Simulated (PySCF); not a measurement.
Radial density of Zn²⁺ (zinc, charge +2)

wB97M-V, [Ar] 3d10, closed-shell 1S. All numbers are calculated (PySCF 2.14, a scalar-relativistic core potential, in aug-cc-pwCVDZ-PP with ECP10MDF (6s6p5d3f, 70 functions)). This is the valence pseudo-density: the core potential removes the inner electrons and smooths the orbitals near the nucleus.

```json
{"r (bohr)": "0.00638", "4πr²ρ (e/bohr)": "1.186e-05"}
{"r (bohr)": "0.0107", "4πr²ρ (e/bohr)": "3.348e-05"}
{"r (bohr)": "0.0181", "4πr²ρ (e/bohr)": "0.0001009"}
{"r (bohr)": "0.0304", "4πr²ρ (e/bohr)": "0.0004699"}
{"r (bohr)": "0.0511", "4πr²ρ (e/bohr)": "0.005145"}
{"r (bohr)": "0.0859", "4πr²ρ (e/bohr)": "0.07256"}
{"r (bohr)": "0.145", "4πr²ρ (e/bohr)": "0.7273"}
{"r (bohr)": "0.243", "4πr²ρ (e/bohr)": "4.574"}
{"r (bohr)": "0.409", "4πr²ρ (e/bohr)": "17.84"}
{"r (bohr)": "0.688", "4πr²ρ (e/bohr)": "22.79"}
{"r (bohr)": "1.16", "4πr²ρ (e/bohr)": "7.287"}
{"r (bohr)": "1.95", "4πr²ρ (e/bohr)": "0.9009"}
{"r (bohr)": "3.27", "4πr²ρ (e/bohr)": "0.04471"}
{"r (bohr)": "5.51", "4πr²ρ (e/bohr)": "6.722e-05"}
```

Energies and moments cover only the electrons outside the core potential.
